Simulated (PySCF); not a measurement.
Compound: Ta(NEt)F3, C₂H₅F₃NTa (singlet state).
Bonds: Ta1–N2, Ta1–F10, Ta1–F11, Ta1–F12, N2–C3, C3–C4. Hydrogens: H5, H6 on C3; H7, H8, H9 on C4.

Method: PySCF, PBE0-D3(BJ)/def2-SVP geometry optimisation, gas phase, def2 core potentials past Kr; density fitting, grid level 1; the optimiser is geomeTRIC in internal coordinates, started from a GFN2-xTB structure with every atom displaced at random (about 0.03 Å).

Step 9: E = -13333.2679 eV
```
atom  x, y, z in Å  |  force x, y, z in eV/Å
Ta1     0.0656    0.0537   -2.1926   -0.012   0.037   0.007
N2      0.4085   -0.0300   -0.4760    0.035   0.039   0.031
C3      0.6601   -0.0395    0.9260    0.044  -0.008  -0.046
C4     -0.6216   -0.0559    1.7422   -0.053  -0.011   0.035
H5      1.2837   -0.9163    1.1778   -0.016  -0.025  -0.003
H6      1.2647    0.8473    1.1904   -0.008   0.012  -0.006
H7     -0.3969   -0.0691    2.8195    0.006   0.005  -0.005
H8     -1.2320    0.8344    1.5280    0.010   0.006  -0.006
H9     -1.2246   -0.9456    1.5051    0.015   0.002  -0.004
F10     1.7287    0.0817   -3.0778    0.071   0.018  -0.009
F11    -0.9022    1.6525   -2.4646   -0.014  -0.049  -0.014
F12    -0.9184   -1.4960   -2.6270   -0.077  -0.026   0.020
```

Step 10: E = -13333.2693 eV
```
atom  x, y, z in Å  |  force x, y, z in eV/Å
Ta1     0.0680    0.0543   -2.1951   -0.033   0.016   0.029
N2      0.4036   -0.0244   -0.4763    0.026   0.061   0.026
C3      0.6569   -0.0385    0.9256    0.093  -0.016  -0.079
C4     -0.6206   -0.0565    1.7451   -0.064  -0.007   0.062
H5      1.2795   -0.9177    1.1723   -0.021  -0.025  -0.007
H6      1.2666    0.8444    1.1917   -0.021   0.017  -0.008
H7     -0.3892   -0.0768    2.8209   -0.007   0.005  -0.004
H8     -1.2298    0.8366    1.5400    0.003   0.004  -0.011
H9     -1.2254   -0.9442    1.5056    0.005   0.003  -0.005
F10     1.7384    0.0878   -3.0653    0.080   0.006  -0.026
F11    -0.9072    1.6436   -2.4913   -0.005  -0.024   0.009
F12    -0.9253   -1.4913   -2.6223   -0.056  -0.040   0.014
```

**Question.** Estimate the geometry and energy of step 11. (The exact step hangs on the optimiser's Hessian estimate; all steps are aligned on step 10, rigid shifts and turns removed.)

**Answer.** E = -13333.2710 eV, largest force 0.083 eV/Å
```
atom  x, y, z in Å  |  force x, y, z in eV/Å
Ta1     0.0716    0.0553   -2.1910   -0.026  -0.022   0.020
N2      0.4198   -0.0107   -0.4747    0.015   0.046   0.003
C3      0.6638   -0.0369    0.9278    0.066  -0.009  -0.050
C4     -0.6222   -0.0579    1.7356   -0.031   0.007   0.048
H5      1.2801   -0.9216    1.1717   -0.015  -0.010  -0.007
H6      1.2733    0.8426    1.2052   -0.015   0.009  -0.002
H7     -0.4013   -0.0853    2.8133   -0.011   0.001  -0.001
H8     -1.2261    0.8385    1.5291   -0.004  -0.001  -0.007
H9     -1.2252   -0.9428    1.4828   -0.005   0.000  -0.002
F10     1.7402    0.0908   -3.0693    0.031  -0.008  -0.022
F11    -0.9188    1.6331   -2.4916    0.001   0.005   0.017
F12    -0.9399   -1.4880   -2.5878   -0.005  -0.018   0.003
```

The energy changes by -0.0017 eV. The first-order estimate −F·Δx gives -0.0032 eV and the mean of the old and new forces, exact on a quadratic surface, -0.0021 eV. The step makes an angle of 75° with the force vector and moves no atom by more than 0.038 Å.

What follows is the cost of the whole optimisation. On one thread, Arm Neoverse N1 (aarch64) (shared host), this took 4.4 min wall and 0.54 GiB of memory at its peak.
